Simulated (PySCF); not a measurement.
C₅H₆, SMILES C1=CCC=C1. Atoms are numbered in the order given.

```xyz
11

C     -0.9905    -0.7318     0.0000
C      0.2850    -1.1756     0.0000
C      1.2093     0.0000     0.0000
C      0.2849     1.1756     0.0000
C     -0.9905     0.7318     0.0000
H     -1.8881    -1.3529     0.0000
H      0.6143    -2.2154     0.0000
H      1.8793     0.0000    -0.8806
H      1.8793     0.0000     0.8806
H      0.6143     2.2154     0.0000
H     -1.8881     1.3529     0.0000
```

Geometry: PBE0-D3(BJ)/def2-SVP. The values are those of a single conformer.

All values below come from B3LYP/pcSseg-1 in PySCF.

GIAO shieldings, no solvent; atoms alike by connectivity are averaged. δ = σ(ref) − σ: ¹³C against TMS (σ = 181.3 ppm); ¹H against TMS (σ = 31.68 ppm), references at their B3LYP-D3(BJ)/def2-TZVP geometries, non-relativistic.

Computed chemical shifts:
```csv
nucleus,atoms,count,δ (ppm)
¹³C,"C2, C4",2,143.6
¹³C,"C1, C5",2,143.0
¹³C,C3,1,46.8
¹H,"H6, H11",2,6.93
¹H,"H7, H10",2,6.83
¹H,"H8, H9",2,3.28
```
